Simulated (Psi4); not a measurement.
H₄Si₂, triplet, at a GFN2-xTB geometry (the spin is typed, not shown lowest).

Here is a job for Psi4.
```
memory 2 GB

molecule mol {
0 3
Si    0.019218    1.021777    0.667479
H    -0.430067    2.365032    0.260113
Si    0.007021   -0.894166   -0.519574
H     0.818949   -0.881450   -1.749103
H    -1.320976   -1.357508   -0.958741
H     0.564757   -1.912624    0.377064
}

set {
  basis 6-31g*
  reference uks
}

energy('bhhlyp')
print_variables()
```

What does this run give for the dipole moment, <S^2>?


| Property | Value |
|---|---|
| dipole moment | 0.17 D |
| <S^2> | 2.005 |

These values belong to the state on which the SCF converged, which isn't shown to be the lowest.
